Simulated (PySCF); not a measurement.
## SnS⁻: from constants to spectrum

CAM-B3LYP constants of SnS⁻, ²Π (doublet), unpaired electrons π ↑ (Sn def2-SVPD with ECP28, S def2-SVPD; scalar-relativistic core potentials (PySCF 2.14); masses 119.9022 and 31.9721 u):

| Property | Result |
| --- | --- |
| ωe | 410.4 cm⁻¹ |
| ωexe | 1.06 cm⁻¹ |
| Be | 0.12281 cm⁻¹ |
| αe | 0.000457 cm⁻¹ |
| D (centrifugal) | 4.4e-08 cm⁻¹ |
| De to Sn + S⁻ | 3.40 eV |

**Question.** Give the vibrational terms G(v) and spacings up to v = 6.

**Answer.** G(v) = ωe(v+½) − ωexe(v+½)².

```json
{"v": "0", "G(v) (cm⁻¹)": "204.9", "G(v) − G(v−1)": "", "Bv (cm⁻¹)": "0.1226"}
{"v": "1", "G(v) (cm⁻¹)": "613.2", "G(v) − G(v−1)": "408.3", "Bv (cm⁻¹)": "0.1221"}
{"v": "2", "G(v) (cm⁻¹)": "1019.4", "G(v) − G(v−1)": "406.2", "Bv (cm⁻¹)": "0.1217"}
{"v": "3", "G(v) (cm⁻¹)": "1423.4", "G(v) − G(v−1)": "404.0", "Bv (cm⁻¹)": "0.1212"}
{"v": "4", "G(v) (cm⁻¹)": "1825.3", "G(v) − G(v−1)": "401.9", "Bv (cm⁻¹)": "0.1208"}
{"v": "5", "G(v) (cm⁻¹)": "2225.1", "G(v) − G(v−1)": "399.8", "Bv (cm⁻¹)": "0.1203"}
{"v": "6", "G(v) (cm⁻¹)": "2622.8", "G(v) − G(v−1)": "397.7", "Bv (cm⁻¹)": "0.1198"}
```

**Question.** How well does the Morse estimate ωe²/(4ωexe) reproduce De, and what is D0?

**Answer.** It gives 4.93 eV, 145 % of the computed De. D0 = De − G(0) = 3.40 − 0.03 = 3.37 eV.

These are scalar-relativistic numbers at best; spin–orbit coupling would shift them, the dissociation energy most. For an ion De counts to the pair picked by the measured ionisation energies or electron affinities, which need not be the lowest pair at this level. The state is the lowest determinant that a PBE0 search found; another state may lie lower at other levels.
